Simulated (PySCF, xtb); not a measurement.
CH6F2Si3, SMILES F[Si@@H]1C[Si@H](F)[SiH2]1.

Harmonic wavenumbers (cm⁻¹) from GFN2-xTB run with xtb 6.7.1 at its own minimum, in rising order: 47, 122, 148, 169, 204, 321, 349, 375, 424, 429, 459, 551, 604, 611, 662, 677, 693, 719, 774, 791, 811, 956, 1116, 1464, 2167, 2194, 2264, 2273, 2984, 2997.

Question: What does PBE0-D3(BJ)/def2-SVP (PySCF) give at its own minimum? (An estimate is asked for; the answer gives what the named calculation found.)

Answer: 55, 130, 152, 194, 207, 338, 389, 397, 472, 554, 572, 608, 662, 670, 683, 788, 817, 835, 852, 891, 915, 945, 1004, 1337, 2205, 2232, 2237, 2249, 3055, 3149. Paired by order, the mean absolute difference is 61 cm⁻¹ and the zero-point energies are 40.5 and 42.3 kcal/mol.
